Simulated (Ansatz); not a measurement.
Ansatz (a first-principles code) input (B3LYP-D3(BJ)/def2-TZVP):

Ansatz 0.2 input:
```yaml
crystal:
  periodic: [false, false, false]
  atoms:
    - {symbol: Se, position_ang: [-0.00000000, -0.00000000, -1.69591529]}
    - {symbol: C, position_ang: [0.00000000, 0.00000000, 0.00000000]}
    - {symbol: Se, position_ang: [0.00000000, 0.00000000, 1.69591529]}
basis:
  gaussian:
    orbitals: def2-TZVP
hamiltonian:
  xc: b3lyp
  dispersion: d3bj
total_charge: 1
magnetization: {spin_polarized: true, initial_magnetization: 1}
phonons: {temperatures: {t_min: 298.15, t_max: 298.15, t_step: 100}}
```

Output:

```
Functional definition: B3LYP
integrals: 0.08 GiB planned
911 factors; integrals over basis functions are off by at most 1.8e-4 eV
mean field: 1.01 GiB planned
mean field evaluation 1: about -131713.9717 eV, gradient 5.7e1 eV
mean field evaluation 2: about -131672.3771 eV, gradient 9.0e1 eV
mean field evaluation 4: about -131728.5010 eV, gradient 5.0e0 eV
mean field evaluation 8: about -131728.6408 eV, gradient 1.0e-1 eV
mean field evaluation 16: about -131728.6411 eV, gradient 1.2e-4 eV
mean field -131728.64107226 eV, -4840.9382705259 hartree, gradient 1.3e-5 eV, S^2 0.785296; 1 other end points of the search recorded, 0 dependent functions left out
the calculation of the forces begins
reference -131728.64127713 eV, -4840.9382780546 hartree; 37, 36 occupied and 90, 91 virtual orbitals, 911 factors
these checks for a lower state are left out or cut short: stability, starts, cluster_reference, orbital_swaps, neighbouring_geometries, increment
integrals: 0.08 GiB planned
911 factors; integrals over basis functions are off by at most 1.8e-4 eV
mean field: 1.01 GiB planned
mean field evaluation 32: about -131728.6410 eV, gradient 1.6e-1 eV
mean field -131728.64106931 eV, -4840.9382704173 hartree, gradient 6.7e-7 eV, S^2 0.785296; 0 other end points of the search recorded, 0 dependent functions left out
the calculation of the forces begins
reference -131728.64127418 eV, -4840.9382779460 hartree; 37, 36 occupied and 90, 91 virtual orbitals, 911 factors
these checks for a lower state are left out or cut short: stability, starts, cluster_reference, orbital_swaps, neighbouring_geometries, increment
integrals: 0.08 GiB planned
911 factors; integrals over basis functions are off by at most 1.8e-4 eV
mean field: 1.01 GiB planned
mean field -131728.64106931 eV, -4840.9382704173 hartree, gradient 6.7e-7 eV, S^2 0.785296; 0 other end points of the search recorded, 0 dependent functions left out
the calculation of the forces begins
reference -131728.64127418 eV, -4840.9382779460 hartree; 37, 36 occupied and 90, 91 virtual orbitals, 911 factors
these checks for a lower state are left out or cut short: stability, starts, cluster_reference, orbital_swaps, neighbouring_geometries, increment
integrals: 0.08 GiB planned
911 factors; integrals over basis functions are off by at most 1.8e-4 eV
mean field: 1.01 GiB planned
mean field -131728.64107021 eV, -4840.9382704504 hartree, gradient 1.7e-6 eV, S^2 0.785296; 0 other end points of the search recorded, 0 dependent functions left out
the calculation of the forces begins
reference -131728.64127508 eV, -4840.9382779791 hartree; 37, 36 occupied and 90, 91 virtual orbitals, 911 factors
these checks for a lower state are left out or cut short: stability, starts, cluster_reference, orbital_swaps, neighbouring_geometries, increment
integrals: 0.08 GiB planned
911 factors; integrals over basis functions are off by at most 1.8e-4 eV
mean field: 1.01 GiB planned
mean field -131728.64107021 eV, -4840.9382704504 hartree, gradient 1.7e-6 eV, S^2 0.785296; 0 other end points of the search recorded, 0 dependent functions left out
the calculation of the forces begins
reference -131728.64127508 eV, -4840.9382779791 hartree; 37, 36 occupied and 90, 91 virtual orbitals, 911 factors
these checks for a lower state are left out or cut short: stability, starts, cluster_reference, orbital_swaps, neighbouring_geometries, increment
integrals: 0.08 GiB planned
911 factors; integrals over basis functions are off by at most 1.8e-4 eV
mean field: 1.01 GiB planned
mean field evaluation 64: about -131728.6409 eV, gradient 2.7e-6 eV
mean field -131728.64089579 eV, -4840.9382640406 hartree, gradient 2.7e-6 eV, S^2 0.785069; 0 other end points of the search recorded, 0 dependent functions left out
the calculation of the forces begins
reference -131728.64110062 eV, -4840.9382715678 hartree; 37, 36 occupied and 90, 91 virtual orbitals, 911 factors
these checks for a lower state are left out or cut short: stability, starts, cluster_reference, orbital_swaps, neighbouring_geometries, increment
integrals: 0.08 GiB planned
911 factors; integrals over basis functions are off by at most 1.8e-4 eV
mean field: 1.01 GiB planned
mean field -131728.64104508 eV, -4840.9382695270 hartree, gradient 2.4e-6 eV, S^2 0.785520; 0 other end points of the search recorded, 0 dependent functions left out
the calculation of the forces begins
reference -131728.64124999 eV, -4840.9382770571 hartree; 37, 36 occupied and 90, 91 virtual orbitals, 911 factors
these checks for a lower state are left out or cut short: stability, starts, cluster_reference, orbital_swaps, neighbouring_geometries, increment
integrals: 0.08 GiB planned
911 factors; integrals over basis functions are off by at most 1.8e-4 eV
mean field: 1.01 GiB planned
mean field -131728.64106033 eV, -4840.9382700874 hartree, gradient 9.3e-7 eV, S^2 0.785297; 0 other end points of the search recorded, 0 dependent functions left out
the calculation of the forces begins
reference -131728.64126520 eV, -4840.9382776161 hartree; 37, 36 occupied and 90, 91 virtual orbitals, 911 factors
these checks for a lower state are left out or cut short: stability, starts, cluster_reference, orbital_swaps, neighbouring_geometries, increment
integrals: 0.08 GiB planned
911 factors; integrals over basis functions are off by at most 1.8e-4 eV
mean field: 1.01 GiB planned
mean field -131728.64106033 eV, -4840.9382700873 hartree, gradient 9.3e-7 eV, S^2 0.785297; 0 other end points of the search recorded, 0 dependent functions left out
the calculation of the forces begins
reference -131728.64126520 eV, -4840.9382776161 hartree; 37, 36 occupied and 90, 91 virtual orbitals, 911 factors
these checks for a lower state are left out or cut short: stability, starts, cluster_reference, orbital_swaps, neighbouring_geometries, increment
integrals: 0.08 GiB planned
911 factors; integrals over basis functions are off by at most 1.8e-4 eV
mean field: 1.01 GiB planned
mean field -131728.64106394 eV, -4840.9382702198 hartree, gradient 1.8e-6 eV, S^2 0.785297; 0 other end points of the search recorded, 0 dependent functions left out
the calculation of the forces begins
reference -131728.64126880 eV, -4840.9382777485 hartree; 37, 36 occupied and 90, 91 virtual orbitals, 911 factors
these checks for a lower state are left out or cut short: stability, starts, cluster_reference, orbital_swaps, neighbouring_geometries, increment
integrals: 0.08 GiB planned
911 factors; integrals over basis functions are off by at most 1.8e-4 eV
mean field: 1.01 GiB planned
mean field evaluation 96: about -131728.6411 eV, gradient 1.4e-4 eV
mean field -131728.64106394 eV, -4840.9382702198 hartree, gradient 1.8e-6 eV, S^2 0.785297; 0 other end points of the search recorded, 0 dependent functions left out
the calculation of the forces begins
reference -131728.64126880 eV, -4840.9382777485 hartree; 37, 36 occupied and 90, 91 virtual orbitals, 911 factors
these checks for a lower state are left out or cut short: stability, starts, cluster_reference, orbital_swaps, neighbouring_geometries, increment
integrals: 0.08 GiB planned
911 factors; integrals over basis functions are off by at most 1.8e-4 eV
mean field: 1.01 GiB planned
mean field -131728.64092303 eV, -4840.9382650414 hartree, gradient 6.5e-6 eV, S^2 0.785286; 0 other end points of the search recorded, 0 dependent functions left out
the calculation of the forces begins
reference -131728.64112789 eV, -4840.9382725701 hartree; 37, 36 occupied and 90, 91 virtual orbitals, 911 factors
these checks for a lower state are left out or cut short: stability, starts, cluster_reference, orbital_swaps, neighbouring_geometries, increment
integrals: 0.08 GiB planned
911 factors; integrals over basis functions are off by at most 1.8e-4 eV
mean field: 1.01 GiB planned
mean field -131728.64092303 eV, -4840.9382650414 hartree, gradient 6.5e-6 eV, S^2 0.785286; 0 other end points of the search recorded, 0 dependent functions left out
the calculation of the forces begins
reference -131728.64112789 eV, -4840.9382725701 hartree; 37, 36 occupied and 90, 91 virtual orbitals, 911 factors
Total energy: -131728.80494756 eV, -4840.9442928319 hartree
Atom 0 at    -0.000000    -0.000000    -1.695915 Å, force    -0.000000     0.000000     0.000160 eV/Å
Atom 1 at     0.000000     0.000000     0.000000 Å, force     0.000000    -0.000000     0.000000 eV/Å
Atom 2 at     0.000000     0.000000     1.695915 Å, force    -0.000000    -0.000000    -0.000160 eV/Å
Dipole moment:     0.000000    -0.000000     0.000000 e Å
Vibrations: 254.88 305.04 377.39 1078.78 cm⁻¹, zero-point energy 0.124981 eV
```
